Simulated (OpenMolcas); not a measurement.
Ir4+ among 6 point charges of -1.7 e arranged as a tetragonal octahedron (D4h), 2.06 Å from the ion, with the axial distance 1.957 Å.
```
   2.0600    0.0000    0.0000  -1.70
   0.0000    2.0600    0.0000  -1.70
  -2.0600    0.0000    0.0000  -1.70
   0.0000   -2.0600    0.0000  -1.70
   0.0000    0.0000    1.9570  -1.70
   0.0000    0.0000   -1.9570  -1.70
```

| Item | Value |
| --- | --- |
| Program | OpenMolcas |
| Method | SS-CASPT2, IPEA 0.25 Eh, imaginary shift 0.1 Eh (closed shells correlated: 5s 5p) |
| Basis | ANO-RCC-VDZP [7s6p4d2f] |
| Scalar Hamiltonian | DKH2, point nucleus |
| Active space | 5 electrons in 5 orbitals (5d) |
| State averaging | 2S+1 = 6 even, 1 root; 2S+1 = 4 even, 24 roots; 2S+1 = 2 even, 75 roots |
| Spin-orbit coupling | RASSI with atomic mean-field integrals over the reference wave functions |

(1) What is the spin-free ground state (labels of D4, the rotations of D4h)?

(2) What are the lowest two levels with spin-orbit coupling?

(3) What is χT at 300 K?

Results:

(1) 6A1, 1-fold in its orbital part, 100 % from free-ion S terms; it has the highest spin that d5 allows.

(2) A 2-fold level E3/2 with g = 1.10, 4.23, 4.23, then a 2-fold level E3/2 150 cm-1 above it. Their leading multiplicities are 6 (80 %) and 6 (82 %).

(3) 3.77 cm3 K/mol.

Point charges give a weaker field than real ligands, and real ions of this kind are as a rule low spin; the high spin found here belongs to the model. Free-ion shares, where given, are those of the reference states; single-state CASPT2 does not remix them. This is an electrostatic model: the charges have no orbitals. No measured value stands beside these numbers.
